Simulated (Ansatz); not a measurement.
Ga₅F, relaxed as a singlet with RKS PBE-D4/def2-SVP in Ansatz, starting from the GFN1-xTB geometry. Force threshold 0.02 eV/Å.

The restricted singlet is unstable towards broken spin symmetry at other levels; at PBE-D4/def2-SVP this wasn't settled. Another isomer (singlet) lies 0.33 eV lower at PBE0-D4/def2-TZVP; other spin states weren't run for this one.

Start:

```xyz
6

Ga   -0.317   -0.095    1.102
Ga   -1.566   -2.118    0.421
Ga   -1.439   -1.240   -2.065
Ga    1.926    1.638    0.053
Ga   -0.199    0.782   -1.492
F     1.595    1.033    1.982
```

```json
{"step": "1", "energy (eV)": "-264531.8871", "largest force component (eV/Å)": "1.449", "SCF passes": "39"}
{"step": "2", "energy (eV)": "-264532.1718", "largest force component (eV/Å)": "0.674", "SCF passes": "29"}
{"step": "3", "energy (eV)": "-264532.2576", "largest force component (eV/Å)": "0.406", "SCF passes": "29"}
{"step": "4", "energy (eV)": "-264532.3195", "largest force component (eV/Å)": "0.321", "SCF passes": "30"}
{"step": "5", "energy (eV)": "-264532.3580", "largest force component (eV/Å)": "0.080", "SCF passes": "24"}
{"step": "6", "energy (eV)": "-264532.3627", "largest force component (eV/Å)": "0.070", "SCF passes": "23"}
{"step": "7", "energy (eV)": "-264532.3646", "largest force component (eV/Å)": "0.026", "SCF passes": "22"}
{"step": "8", "energy (eV)": "-264532.3708", "largest force component (eV/Å)": "0.054", "SCF passes": "28"}
{"step": "9 (rejected)", "energy (eV)": "-264532.3696", "largest force component (eV/Å)": "0.227", "SCF passes": "27"}
{"step": "10 (rejected)", "energy (eV)": "-264532.3693", "largest force component (eV/Å)": "0.056", "SCF passes": "23"}
{"step": "11", "energy (eV)": "-264532.3732", "largest force component (eV/Å)": "0.015", "SCF passes": "23"}
{"step": "12", "energy (eV)": "-264532.3750", "largest force component (eV/Å)": "0.041", "SCF passes": "23"}
{"step": "13", "energy (eV)": "-264532.3757", "largest force component (eV/Å)": "0.060", "SCF passes": "22"}
{"step": "14", "energy (eV)": "-264532.3763", "largest force component (eV/Å)": "0.039", "SCF passes": "22"}
{"step": "15", "energy (eV)": "-264532.3767", "largest force component (eV/Å)": "0.012", "SCF passes": "22"}
{"step": "16", "energy (eV)": "-264532.3767", "largest force component (eV/Å)": "0.012", "SCF passes": "22"}
```

Force components are those of the run's own axes.

End:

Cartesian coordinates in Å:
```
Ga 0.011 -0.287 0.695
Ga -1.664 -2.149 0.644
Ga -1.530 -1.050 -1.658
Ga 1.818 1.977 0.225
Ga 0.082 0.799 -1.678
F 1.283 0.711 1.772
```

Bonds formed: Ga1–Ga3, Ga1–F6 (atoms count from 1).

The force fell under the threshold at step 11, but the optimiser went on and released 0.004 eV more. No frequencies were taken in this run, so the end may be a saddle point.

Run time 33 s (4 threads of Arm Neoverse V2 on a shared host).
